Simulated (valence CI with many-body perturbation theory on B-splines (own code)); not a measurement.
# Hg VII in brief

Level of theory: relativistic CI+MBPT: six valence electrons over a frozen Dirac-Fock core [Xe] 4f14, radial functions for each j: 7 s, 7 p, 8 d, 6 f, 4 g, 1 h, with the one-electron correlation potential Σ1 (screened to all orders), the two-electron term Σ2, the three-electron term Σ3, Breit, model QED; selected single and double excitations, second order for the rest, scaled by the run's own slope (own B-spline code, finite nucleus).

No measured levels were compared; by estimate terms of the open shell hold to 2 to 4 % of their energy, and close levels can change places; different configurations can be misplaced against each other by 1,000 to 8,000 cm⁻¹. Among the levels kept, up to 750 cm⁻¹ of a level comes from second order outside the variational space, and about a tenth of that is noise between levels of different J, which matters for small intervals. Only levels of the ground parity were solved; by the run's estimate the other parity begins above the list, which can be wrong where configurations are misplaced.

Levels are named by their leading jj configuration (3d3/2^4 stands for four electrons in 3d with j = 3/2), which in mixed levels can hold well under half, so a name can repeat and another be missing.

Rates and lifetimes use the calculated energies. Strong lines usually hold to 10 to 20 %, long lifetimes can be off by a factor of two.

(1) What is the ground level?

(2) Name the longest-lived excited levels whose lifetime is computed, and their main decay.

(3) How well does LS coupling describe the low levels?

(4) What is the ionisation energy?

Results:

(1) (5d3/2^4 5d5/2^2) J=4, composition 71 % 5d6 5D + 22 % 5d6 3F + 3 % 5d6 1G, g = 1.413.

(2) (5d3/2^4 5d5/2^2) J=2 at 7594 cm⁻¹ lives 1800 s, mostly by E2 to (5d3/2^4 5d5/2^2) J=4; (5d3/2^4 5d5/2^2) J=0 at 15182 cm⁻¹ lives 546 s, mostly by E2 to (5d3/2^4 5d5/2^2) J=2.

(3) Among the lowest 20 levels the leading LS term, summed over configurations, holds 58 % on average. For single configurations the figures are 57 % in LS and 68 % in jj coupling. Terms mix most in the J = 4 level at 20490 cm⁻¹, where the leading one holds 26 %.

(4) 95.685 eV; NIST lists 93 ± 2 eV (measured).
